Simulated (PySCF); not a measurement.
A PySCF script (with the pyscf-properties extension) for the NMR shieldings of SMILES C#C[SiH2]N(C)CCC(F)F, C$_{6}$H$_{11}$F$_{2}$NSi, on a GFN2-xTB geometry:

```python
import basis_set_exchange as bse
import numpy as np
from pyscf import gto, dft
from pyscf.prop import nmr

atoms = """
C    -3.623764    1.965117    0.354376
C    -2.990167    0.945557    0.429853
Si   -1.968190   -0.604671    0.514875
N    -0.572667   -0.486686   -0.484953
C    -0.451747   -1.085944   -1.788998
C     0.522343    0.373195   -0.124679
C     1.720328   -0.415927    0.427873
C     2.823536    0.513409    0.893871
F     3.839896   -0.185367    1.460728
F     3.371475    1.184280   -0.150424
H    -4.185985    2.852930    0.292178
H    -2.747585   -1.736170    0.016090
H    -1.525628   -0.760469    1.907526
H    -1.303032   -1.734662   -1.973518
H     0.460454   -1.684702   -1.865742
H    -0.423562   -0.318933   -2.571819
H     0.845932    0.953936   -0.997335
H     0.184931    1.078199    0.639175
H     1.398683   -1.022026    1.275804
H     2.129413   -1.077137   -0.337579
H     2.486417    1.263014    1.626989
"""
names = dict.fromkeys(["C", "Si", "N", "F", "H"], "pcSseg-1")
basis = {el: gto.basis.parse(bse.get_basis(n, elements=[el], fmt="nwchem")) for el, n in names.items()}
mol = gto.M(atom=atoms, basis=basis, charge=0, verbose=0)
mf = dft.RKS(mol, xc="PBE0")
mf.grids.level = 2
mf.grids.alignment = dft.numint.BLKSIZE   # the property module wants whole blocks of grid points
mf.conv_tol = 1e-9
mf.kernel()

calc = nmr.RKS(mf)   # GIAO
C = mf.mo_coeff
Co = C[:, mf.mo_occ > 0]
resp = mf.gen_response(singlet=True, hermi=2)
def vind(x):   # induced exchange potential for any number of trial vectors
    d = np.einsum("pi,xij,qj->xpq", C, 2 * x.reshape(-1, C.shape[1], Co.shape[1]), Co, optimize=True)
    return np.einsum("xpq,pi,qj->xij", resp(d - d.transpose(0, 2, 1)), C, Co, optimize=True).ravel()
mo1, _ = nmr.rhf.solve_mo1(calc, with_cphf=vind)
sigma = calc.kernel(mo1)
for i, s in enumerate(sigma):   # ppm
    print("%2d %-2s %9.2f" % (i, mol.atom_pure_symbol(i), np.trace(s) / 3))
```

Q: What are the results?

A: 
```
 0 C      85.45
 1 C      98.09
 2 Si    403.76
 3 N     246.81
 4 C     147.18
 5 C     138.56
 6 C     149.93
 7 C      63.87
 8 F     303.37
 9 F     310.60
10 H      29.81
11 H      26.94
12 H      26.73
13 H      28.96
14 H      28.82
15 H      29.04
16 H      28.99
17 H      28.67
18 H      30.18
19 H      29.19
20 H      25.67
```

These numbers come from an equivalent density-fitted implementation of the same equations, which agrees with the script to about 0.01 ppm for H and up to a few tenths of a ppm for heavy atoms, so last digits may differ.

Q: Turn these shieldings into chemical shifts. Scale: TMS for ¹³C (σ = 186.93 ppm), ²⁹Si (σ = 349.16 ppm), ¹H (σ = 31.72 ppm); NH3 for ¹⁵N (σ = 267.73 ppm); ¹⁹F (σ = 170.95 ppm) vs CFCl3 (reference shieldings calculated alike).

A: Averaging equivalent atoms: C 7: 123.1; C 0: 101.5; C 1: 88.8; C 5: 48.4; C 4: 39.7; C 6: 37.0; Si 2: -54.6; N 3: 20.9; F 8/9: -136.0; H 20: 6.05; H 11/12: 4.88; H 16/17: 2.89; H 13/14/15: 2.78; H 18/19: 2.03; H 10: 1.90 ppm. Unscaled 19F shifts against computed CFCl3 carry errors that often reach 10 to 50 ppm. Experimental scales use liquid or dissolved standards, which lie at an offset from isolated NH3 (liquid NH3: subtract about 20 ppm).

Size and cost of the density-fitted run: 232 basis functions, 58 s wall time on 1 thread of an Arm Neoverse V1, shared host; peak memory 1.1 GiB.
